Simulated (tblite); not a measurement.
Isomers of C5H12N2OSi2. All values are computed: GFN2-xTB (tblite) harmonic vibrations without scaling, gas phase. The method is semi-empirical: single wavenumbers can be off by several per cent or more. Modes of hydrogen on silicon can be 10 to 20 % off. One conformer each.

Electronic energies: GFN2-xTB at the same geometries; isomer energies are rough at this level and their order can be wrong.

```json
{"SMILES": "O=CN[C@@H]1C=C[C@@H]1N([SiH3])[SiH3]", "electronic energy, lowest = 0 (kJ/mol)": "0.0"}
{"SMILES": "C=C(CC#N)[Si@@H](O)[SiH2]NC", "electronic energy, lowest = 0 (kJ/mol)": "52.8"}
{"SMILES": "CC(=O)N[SiH2]C[SiH2]CC#N", "electronic energy, lowest = 0 (kJ/mol)": "9.2"}
```

Task: How do GFN2-xTB zero-point energies change the relative energies?

Result: 
```tsv
SMILES	ZPE (kJ/mol)	of it from modes above 1550 cm⁻¹	electronic (kJ/mol)	with ZPE, lowest = 0 (kJ/mol)	lowest mode (cm⁻¹)	rings
O=CN[C@@H]1C=C[C@@H]1N([SiH3])[SiH3]	406.9	210.7	0.0	0.0	37	1
CC(=O)N[SiH2]C[SiH2]CC#N	415.6	224.8	9.2	17.9	34	0
C=C(CC#N)[Si@@H](O)[SiH2]NC	420.4	230.8	52.8	66.2	31	0
```

The zero-point energies span 13.5 kJ/mol, from `O=CN[C@@H]1C=C[C@@H]1N([SiH3])[SiH3]` to `C=C(CC#N)[Si@@H](O)[SiH2]NC`. The order is unchanged.

Task: What do entropy and thermal enthalpy add at 298.15 K and 1 bar (rigid rotor, harmonic oscillator, one conformer each)?

Result: 
```json
{"SMILES": "O=CN[C@@H]1C=C[C@@H]1N([SiH3])[SiH3]", "point group": "C1", "symmetry number": "1", "S (J/(mol K))": "478.2", "H − H(0) (kJ/mol)": "36.90", "ZPE + H − H(0) − TS (kJ/mol)": "301.2"}
{"SMILES": "CC(=O)N[SiH2]C[SiH2]CC#N", "point group": "C1", "symmetry number": "1", "S (J/(mol K))": "499.6", "H − H(0) (kJ/mol)": "39.72", "ZPE + H − H(0) − TS (kJ/mol)": "306.4"}
{"SMILES": "C=C(CC#N)[Si@@H](O)[SiH2]NC", "point group": "C1", "symmetry number": "1", "S (J/(mol K))": "513.1", "H − H(0) (kJ/mol)": "41.15", "ZPE + H − H(0) − TS (kJ/mol)": "308.5"}
```
